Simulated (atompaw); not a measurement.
# Scattering properties, PAW (atompaw) potential for lead

- Element: Pb
- Generator: atompaw 4.2.0.5
- Type: PAW
- Functional: LDA (PW92)
- Relativity: scalar-relativistic
- Frozen core: [Xe] 4f14 5d10
- Valence charge: 4
- Reference configuration: 6s2 6p0.5 (charge +1.5)
- Partial waves: 6s (bound): rc 2.00 bohr; 6s channel at -0.85 Ry: rc 2.00 bohr; 6p (bound): rc 2.00 bohr; 6p channel at 2.13 Ry: rc 2.00 bohr
- Local potential: bessel scheme, radius 1.95 bohr
- Core correction: smooth core density matched at 1.70 bohr
- Augmentation charge: sinc compensation charge, radius 1.75 bohr; PAW radius 2.00 bohr; waves and projectors: custom rrkj gramschmidtortho

The phase is arctan(r·u′/u) with u = r·R(r), unwrapped; energies in Ry, scanned from -4 to 5 Ry. A pole is an energy at which the radial function vanishes at the test radius. The pseudo phase is shifted by a multiple of π to meet the all-electron one at the reference energy, and phase errors are pseudo minus all-electron; the curves can meet again beyond the range given. Levels narrower than the energy grid can be missing from the lists of poles.

Problem. For each channel, where are the poles, and over which energies does the pseudopotential scatter like the atom?

Solution.

| channel | radius (bohr) | reference energy (Ry) | poles, all-electron | poles, pseudo | unbroken range about the reference energy with phases within 0.05 rad | phase error 1 Ry above the reference energy (rad) |
| --- | --- | --- | --- | --- | --- | --- |
| s | 2.01 | -1.74 | 2.62 | 2.55 | below 4.5 | -0.000 |
| p | 2.01 | -1.01 | none | 2.42 | below 2.4 | -0.006 |

Note: ghost state, extra bound levels that the all-electron valence spectrum of the same l lacks: d at -9.2 eV. A true bound ghost makes a file unfit for plane-wave use.

Phases in the s channel:

| E (Ry) | all-electron | pseudo |
| --- | --- | --- |
| -4.00 | 1.128 | 1.128 |
| -3.76 | 1.090 | 1.090 |
| -3.52 | 1.043 | 1.043 |
| -3.28 | 0.984 | 0.984 |
| -3.04 | 0.908 | 0.907 |
| -2.80 | 0.806 | 0.806 |
| -2.56 | 0.669 | 0.669 |
| -2.32 | 0.480 | 0.480 |
| -2.08 | 0.228 | 0.228 |
| -1.84 | -0.080 | -0.080 |
| -1.60 | -0.396 | -0.396 |
| -1.36 | -0.667 | -0.667 |
| -1.12 | -0.874 | -0.874 |
| -0.88 | -1.025 | -1.025 |
| -0.64 | -1.136 | -1.136 |
| -0.40 | -1.219 | -1.219 |
| -0.16 | -1.283 | -1.283 |
| 0.08 | -1.334 | -1.334 |
| 0.32 | -1.375 | -1.375 |
| 0.56 | -1.409 | -1.410 |
| 0.80 | -1.438 | -1.439 |
| 1.04 | -1.463 | -1.464 |
| 1.28 | -1.485 | -1.485 |
| 1.52 | -1.504 | -1.505 |
| 1.76 | -1.521 | -1.522 |
| 2.00 | -1.536 | -1.538 |
| 2.24 | -1.550 | -1.553 |
| 2.48 | -1.564 | -1.567 |
| 2.72 | -1.576 | -1.580 |
| 2.96 | -1.587 | -1.593 |
| 3.20 | -1.599 | -1.606 |
| 3.44 | -1.609 | -1.619 |
| 3.68 | -1.619 | -1.633 |
| 3.92 | -1.630 | -1.648 |
| 4.16 | -1.640 | -1.666 |
| 4.40 | -1.650 | -1.691 |
| 4.64 | -1.660 | -1.731 |
| 4.88 | -1.670 | -1.837 |
